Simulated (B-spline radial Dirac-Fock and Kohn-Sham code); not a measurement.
## Binding energies of Br⁵⁺ at several levels of theory

System: bromine as Br⁵⁺, configuration [Ar] 3d9 4s2 4p1 (an excited configuration).

The density-functional columns are spherical, spin-unpolarised Dirac-Kohn-Sham results without Breit or QED terms: −ε is minus the orbital energy of the initial state and ΔSCF the difference of two total energies. The reference in the last column comes from ΔSCF Dirac-Fock with Breit, self-energy and vacuum polarisation, finite nucleus, configuration average. All numbers are from a radial B-spline solver, in eV; a selection of levels is shown. For the 1s level of heavy atoms much of the gap between ΔSCF and the reference is the Breit and QED part, -30.0 eV here; for other levels the error of the functional can be larger.

```
     level   LDA −ε  LDA ΔSCF  Dirac-Fock
    K (1s)  13381.7   13605.4     13578.7
   L1 (2s)   1820.6    1861.0      1893.3
L2 (2p1/2)   1650.1    1698.8      1702.3
L3 (2p3/2)   1602.7    1650.0      1655.6
   M1 (3s)    322.6     339.3       357.5
M2 (3p1/2)    263.1     279.8       289.3
M3 (3p3/2)    256.1     272.5       282.2
 M4,5 (3d)    151.9     168.3       166.4
   N1 (4s)    85.87     93.59       90.58
 N2,3 (4p)    69.48     76.51       75.55
```

Values without a named source are computed, but for edge energies of neutral atoms, which are taken from tables.
